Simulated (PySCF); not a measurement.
CHI₂, charge +1, multiplicity 1. Atoms are numbered in the order given.

```xyz
4

I      0.0000    -1.8072     0.0641
C      0.0000     0.0000    -0.8128
I      0.0000     1.8072     0.0641
H      0.0000     0.0000    -1.9206
```
Charge +1, spin multiplicity 1.

Geometry optimised at PBE-D3(BJ)/def2-SVP. The multiplicity is an assumed one; other spin states were not compared. The isomer is the one that the SMILES or the coordinates give; other isomers of the formula were not compared. The def2 effective core potentials stand for the cores of I; spin–orbit coupling is left out.

All values below come from TDA-PBE/def2-SVPD (PySCF).

Vertical excitations. Isolated molecule, no solvent. State labels are in the subgroup C2v.

```json
[
 {"state": "S1", "symmetry": "A2", "energy (eV)": "2.06", "λ (nm)": "602", "f": "0.000", "main pairs": "HOMO→LUMO 100 %"},
 {"state": "S2", "symmetry": "B1", "energy (eV)": "2.27", "λ (nm)": "546", "f": "0.000", "main pairs": "HOMO−1→LUMO 100 %"},
 {"state": "S3", "symmetry": "B2", "energy (eV)": "3.77", "λ (nm)": "329", "f": "0.147", "main pairs": "HOMO−2→LUMO 65 %, HOMO→LUMO+1 30 %"},
 {"state": "S4", "symmetry": "A1", "energy (eV)": "4.60", "λ (nm)": "270", "f": "0.001", "main pairs": "HOMO−1→LUMO+1 97 %"},
 {"state": "S5", "symmetry": "A2", "energy (eV)": "4.79", "λ (nm)": "259", "f": "0.000", "main pairs": "HOMO−2→LUMO+1 99 %"},
 {"state": "S6", "symmetry": "B2", "energy (eV)": "4.84", "λ (nm)": "256", "f": "0.277", "main pairs": "HOMO→LUMO+1 68 %, HOMO−2→LUMO 23 %"},
 {"state": "S7", "symmetry": "A1", "energy (eV)": "5.72", "λ (nm)": "217", "f": "0.022", "main pairs": "HOMO−3→LUMO 85 %"},
 {"state": "S8", "symmetry": "A2", "energy (eV)": "5.99", "λ (nm)": "207", "f": "0.000", "main pairs": "HOMO−4→LUMO 99 %"},
 {"state": "S9", "symmetry": "A1", "energy (eV)": "6.21", "λ (nm)": "200", "f": "0.000", "main pairs": "HOMO→LUMO+2 97 %"},
 {"state": "S10", "symmetry": "B1", "energy (eV)": "6.40", "λ (nm)": "194", "f": "0.001", "main pairs": "HOMO−3→LUMO+1 55 %, HOMO−2→LUMO+2 38 %"},
 {"state": "T1", "symmetry": "A2", "energy (eV)": "1.77", "λ (nm)": "700", "f": "0", "main pairs": "HOMO→LUMO 100 %"},
 {"state": "T2", "symmetry": "B1", "energy (eV)": "1.97", "λ (nm)": "631", "f": "0", "main pairs": "HOMO−1→LUMO 100 %"},
 {"state": "T3", "symmetry": "B2", "energy (eV)": "2.00", "λ (nm)": "619", "f": "0", "main pairs": "HOMO−2→LUMO 100 %"},
 {"state": "T4", "symmetry": "A1", "energy (eV)": "3.22", "λ (nm)": "386", "f": "0", "main pairs": "HOMO−3→LUMO 100 %"}
]
```
Triplets are in the Tamm–Dancoff approximation.
